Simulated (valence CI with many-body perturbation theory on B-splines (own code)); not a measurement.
**E1 line list for As²⁸⁺**

Level of theory: valence CI with perturbative core correlation (CI+MBPT): three valence electrons over a frozen Dirac-Fock core [He], radial functions for each j: 11 s, 11 p, 10 d, 8 f, 5 g, 2 h, with the one-electron correlation potential Σ1, the two-electron term Σ2, the three-electron term Σ3, Breit, model QED; selected CI, second order for the rest, scaled by the run's own slope (own B-spline code, finite nucleus).

No measured spectrum was set against this ion. As an estimate, large intervals hold to a few tenths of a per cent, small ones and those within an open d or f shell to about a per cent.

Lines 201 to 250 of 586 in falling wavelength, among levels below 186.00 Ry, chosen from the strongest by gf and those to the six lowest levels. Wavelengths and rates use the calculated energies. Electric multipoles are in the length gauge, E1 and E2 with the static RPA response of the core. Weak lines are less certain than strong ones. Lines between different terms over intervals too small for the method are left out, as are lines whose strength nearly cancels. Where a level lies close to another of its J and parity, the split of strength between their lines is uncertain. The highest levels of a list are the least certain.

Levels are named by their leading jj configuration (3d3/2^4 stands for four electrons in 3d with j = 3/2), which in mixed levels can hold well under half, so a name can repeat and another be missing. Letters in brackets count levels of one name in rising energy.

```csv
λ vac (Å),Upper,Lower,A (s⁻¹),S (a.u.) with core polarisation,S without
21.94,(2s 2p1/2 4f5/2) J=5/2 [a],(2s 2p1/2 3d3/2) J=3/2 [b],6.92e+11,2.16e-02,2.16e-02
21.93,(2s 2p3/2 4f7/2) J=5/2 [a],(2s 2p3/2 3d5/2) J=3/2 [a],5.86e+12,1.83e-01,1.83e-01
21.93,(2p1/2^2 4s) J=1/2,(2p1/2^2 3p3/2) J=3/2,7.77e+11,8.09e-03,8.08e-03
21.89,(2s 2p1/2 4s) J=3/2,(2s 2p1/2 3p3/2) J=5/2,9.33e+11,1.93e-02,1.93e-02
21.89,(2s 2p3/2 4f7/2) J=3/2,(2s 2p3/2 3d5/2) J=3/2 [a],2.63e+12,5.45e-02,5.46e-02
21.89,(2s 2p3/2 4f5/2) J=3/2 [b],(2s 2p3/2 3d5/2) J=3/2 [b],1.14e+12,2.36e-02,2.36e-02
21.87,(2s 2p1/2 4f7/2) J=5/2,(2s 2p1/2 3d5/2) J=3/2,5.85e+12,1.81e-01,1.81e-01
21.86,(2s 2p3/2 4f7/2) J=5/2 [b],(2s 2p3/2 3d5/2) J=3/2 [b],7.94e+12,2.46e-01,2.46e-01
21.83,(2s 2p1/2 4f5/2) J=5/2 [a],(2s 2p1/2 3d5/2) J=5/2 [a],2.84e+11,8.77e-03,8.77e-03
21.83,(2s^2 4s) J=1/2,(2s^2 3p3/2) J=3/2,1.25e+12,1.29e-02,1.28e-02
21.80,(2s 2p1/2 4f7/2) J=7/2 [a],(2s 2p1/2 3d5/2) J=5/2 [a],4.48e+12,1.83e-01,1.83e-01
21.80,(2s 2p3/2 4f7/2) J=7/2 [b],(2s 2p3/2 3d5/2) J=5/2 [b],7.14e+12,2.92e-01,2.92e-01
21.79,(2s 2p3/2 4s) J=3/2 [b],(2s 2p3/2 3p3/2) J=5/2 [b],8.75e+11,1.79e-02,1.79e-02
21.78,(2s 2p3/2 4f5/2) J=7/2 [b],(2s 2p3/2 3d5/2) J=5/2 [b],1.65e+12,6.73e-02,6.73e-02
21.77,(2s 2p3/2 4f7/2) J=7/2 [a],(2s 2p3/2 3d5/2) J=5/2 [a],7.57e+12,3.08e-01,3.08e-01
21.76,(2s 2p3/2 4f5/2) J=3/2 [b],(2s 2p3/2 3d3/2) J=1/2 [b],6.73e+12,1.37e-01,1.37e-01
21.74,(2s 2p3/2 4f7/2) J=5/2 [a],(2s 2p3/2 3d5/2) J=5/2 [a],2.77e+12,8.42e-02,8.42e-02
21.73,(2s 2p3/2 4s) J=5/2,(2s 2p3/2 3p3/2) J=7/2,7.73e+11,2.35e-02,2.35e-02
21.72,(2s 2p3/2 4f7/2) J=5/2 [b],(2s 2p3/2 3d5/2) J=5/2 [b],1.33e+12,4.02e-02,4.02e-02
21.67,(2s^2 4f5/2) J=5/2,(2s^2 3d5/2) J=5/2,6.68e+11,2.01e-02,2.02e-02
21.66,(2s 2p3/2 4f5/2) J=5/2 [b],(2s 2p3/2 3d3/2) J=3/2 [b],7.80e+12,2.35e-01,2.35e-01
21.66,(2s 2p1/2 4f5/2) J=3/2,(2s 2p1/2 3d3/2) J=1/2,6.87e+12,1.38e-01,1.38e-01
21.65,(2s^2 4f7/2) J=7/2,(2s^2 3d5/2) J=5/2,1.00e+13,4.02e-01,4.02e-01
21.63,(2s 2p1/2 4f5/2) J=3/2,(2s 2p1/2 3d3/2) J=3/2 [b],2.43e+12,4.86e-02,4.86e-02
21.62,(2s 2p3/2 4s) J=5/2,(2s 2p3/2 3p1/2) J=5/2,3.79e+11,1.14e-02,1.13e-02
21.62,(2s 2p1/2 4f5/2) J=5/2 [b],(2s 2p1/2 3d3/2) J=3/2 [b],6.91e+12,2.07e-01,2.07e-01
21.61,(2s 2p1/2 4f5/2) J=7/2,(2s 2p1/2 3d5/2) J=7/2,7.38e+11,2.94e-02,2.94e-02
21.61,(2s 2p3/2 4f5/2) J=5/2 [b],(2s 2p3/2 3d3/2) J=5/2 [b],1.43e+12,4.27e-02,4.27e-02
21.61,(2s 2p3/2 4f5/2) J=5/2 [a],(2s 2p3/2 3d3/2) J=3/2 [a],4.41e+12,1.32e-01,1.32e-01
21.61,(2s 2p3/2 4f5/2) J=3/2 [a],(2s 2p3/2 3d3/2) J=1/2 [a],2.94e+12,5.86e-02,5.86e-02
21.60,(2s 2p3/2 4f7/2) J=7/2 [b],(2s 2p3/2 3d5/2) J=7/2 [c],1.28e+12,5.08e-02,5.09e-02
21.59,(2s 2p1/2 4f7/2) J=9/2,(2s 2p1/2 3d5/2) J=7/2,9.57e+12,4.75e-01,4.76e-01
21.59,(2s 2p1/2 4f5/2) J=5/2 [a],(2s 2p1/2 3d3/2) J=5/2,3.07e+11,9.15e-03,9.15e-03
21.59,(2s 2p3/2 4f7/2) J=7/2 [b],(2s 2p3/2 3d3/2) J=5/2 [b],1.25e+12,4.95e-02,4.95e-02
21.58,(2s 2p3/2 4f5/2) J=1/2,(2s 2p3/2 3d3/2) J=1/2 [a],7.81e+12,7.75e-02,7.75e-02
21.58,(2s 2p3/2 4f5/2) J=3/2 [a],(2s 2p3/2 3d3/2) J=3/2 [a],5.42e+12,1.07e-01,1.07e-01
21.58,(2s 2p3/2 4f5/2) J=3/2 [b],(2s 2p3/2 3d3/2) J=3/2 [b],1.55e+12,3.07e-02,3.07e-02
21.56,(2s 2p3/2 4f5/2) J=7/2 [b],(2s 2p3/2 3d3/2) J=5/2 [b],7.45e+12,2.95e-01,2.95e-01
21.56,(2s 2p1/2 4f7/2) J=7/2 [a],(2s 2p1/2 3d3/2) J=5/2,4.58e+12,1.81e-01,1.81e-01
21.56,(2s 2p3/2 4f7/2) J=9/2 [b],(2s 2p3/2 3d5/2) J=7/2 [c],9.58e+12,4.74e-01,4.74e-01
21.56,(2s 2p3/2 4f5/2) J=1/2,(2s 2p3/2 3d3/2) J=3/2 [a],2.17e+12,2.15e-02,2.15e-02
21.56,(2s 2p3/2 4f5/2) J=7/2 [a],(2s 2p3/2 3d3/2) J=5/2 [a],6.65e+12,2.63e-01,2.63e-01
21.56,(2s 2p1/2 4f7/2) J=7/2 [b],(2s 2p1/2 3d5/2) J=7/2,6.42e+11,2.54e-02,2.54e-02
21.55,(2s 2p3/2 4f7/2) J=5/2 [a],(2s 2p3/2 3d3/2) J=3/2 [a],4.38e+11,1.30e-02,1.30e-02
21.54,(2s 2p3/2 4f5/2) J=5/2 [a],(2s 2p3/2 3d3/2) J=5/2 [a],4.07e+12,1.21e-01,1.21e-01
21.54,(2s^2 4f5/2) J=5/2,(2s^2 3d3/2) J=3/2,9.41e+12,2.78e-01,2.78e-01
21.54,(2s 2p3/2 4f5/2) J=7/2 [a],(2s 2p3/2 3d5/2) J=7/2 [a],2.64e+12,1.04e-01,1.04e-01
21.53,(2s 2p1/2 4f5/2) J=7/2,(2s 2p1/2 3d5/2) J=5/2 [a],3.09e+12,1.22e-01,1.22e-01
21.53,(2s 2p3/2 4f7/2) J=9/2 [a],(2s 2p3/2 3d5/2) J=7/2 [a],7.98e+12,3.93e-01,3.93e-01
21.52,(2s 2p3/2 4f5/2) J=5/2 [a],(2s 2p3/2 3d5/2) J=7/2 [a],4.55e+11,1.34e-02,1.34e-02
```
